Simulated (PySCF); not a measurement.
C₄H₅NSi, SMILES N#CC1=CC[SiH2]1.

The structure is a stationary point at ωB97X-D3(BJ)/def2-SVP. The structure was generated by enumeration, and PubChem lists no compound with its InChIKey, so it may never have been made.

Calculation: PBE/def2-TZVP (PySCF).

Symmetry labels are those of the subgroup Cs that the program uses (full group Cs).

Computed valence orbital energies around the gap with their symmetry:
```json
[
 {"orbital": "HOMO−7", "symmetry": "A'", "energy (eV)": "-10.55"},
 {"orbital": "HOMO−6", "symmetry": "A\"", "energy (eV)": "-9.25"},
 {"orbital": "HOMO−5", "symmetry": "A'", "energy (eV)": "-9.17"},
 {"orbital": "HOMO−4", "symmetry": "A\"", "energy (eV)": "-8.73"},
 {"orbital": "HOMO−3", "symmetry": "A'", "energy (eV)": "-8.43"},
 {"orbital": "HOMO−2", "symmetry": "A'", "energy (eV)": "-7.87"},
 {"orbital": "HOMO−1", "symmetry": "A'", "energy (eV)": "-7.55"},
 {"orbital": "HOMO", "symmetry": "A\"", "energy (eV)": "-7.02"},
 {"orbital": "LUMO", "symmetry": "A\"", "energy (eV)": "-2.60"},
 {"orbital": "LUMO+1", "symmetry": "A'", "energy (eV)": "-1.26"},
 {"orbital": "LUMO+2", "symmetry": "A'", "energy (eV)": "-0.52"},
 {"orbital": "LUMO+3", "symmetry": "A'", "energy (eV)": "0.13"}
]
```
